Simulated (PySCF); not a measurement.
Species: C3BF2N.
InChI=1S/C3BF2N/c5-4(6)2-1-3-7

Method used: EOM-IP-CCSD/aug-cc-pVDZ in PySCF, restricted Hartree–Fock reference, 7 core orbitals frozen, non-relativistic, gas phase, PBE0-D3(BJ)/def2-SVP geometry.

Hartree–Fock orbital energies give these Koopmans values (eV): HOMO 11.98, HOMO-1 12.08, HOMO-2 15.23, HOMO-3 15.29, HOMO-4 16.48, HOMO-5 18.03, HOMO-6 18.75, HOMO-7 18.88.

**Question.** What vertical ionisation energies does EOM-IP-CCSD give?

**Answer.** 
```csv
leading hole (HF orbital),Koopmans (eV),EOM-IP-CCSD (eV),change (eV),one-hole share
HOMO,11.98,11.94,-0.04,0.96
HOMO-1,12.08,12.08,0.00,0.96
HOMO-4,16.48,13.84,-2.64,0.91
HOMO-3,15.29,14.63,-0.66,0.93
HOMO-2,15.23,14.66,-0.57,0.93
HOMO-5,18.03,15.68,-2.35,0.94
HOMO-6,18.75,16.22,-2.53,0.95
HOMO-7,18.88,16.56,-2.32,0.94
```

**Question.** Does the order of the lines follow the orbital energies?

**Answer.** No: the HOMO-4 hole (13.84 eV) falls below the HOMO-3 hole (14.63 eV); the HOMO-4 hole (13.84 eV) falls below the HOMO-2 hole (14.66 eV); the HOMO-3 hole (14.63 eV) falls below the HOMO-2 hole (14.66 eV). The corrections run from -2.64 to 0.00 eV, with a mean of -1.39 eV over the 8 lines; no line lies above its Koopmans value. Koopmans values leave out both the relaxation of the orbitals and the change in correlation energy.

**Question.** At what kinetic energies would He I light (21.22 eV) eject these electrons?

**Answer.** 9.28 eV (HOMO), 9.14 eV (HOMO-1), 7.38 eV (HOMO-4), 6.59 eV (HOMO-3), 6.56 eV (HOMO-2), 5.54 eV (HOMO-5), 5.00 eV (HOMO-6), 4.66 eV (HOMO-7).

**Question.** What total energy has the lowest final state, and which wavelength reaches it?

**Answer.** E(CCSD) + ionisation energy = -392.73824 + 0.43881 = -392.29943 Eh, at the geometry of the initial state. The threshold wavelength is 1239.84 eV nm/11.94 eV = 103.8 nm.

Lines less than 0.15 eV apart could change places at a higher level. One root was sought for each valence orbital with −ε under 21 eV, eight at most, so deeper holes and satellites are missing; no vibrational structure.
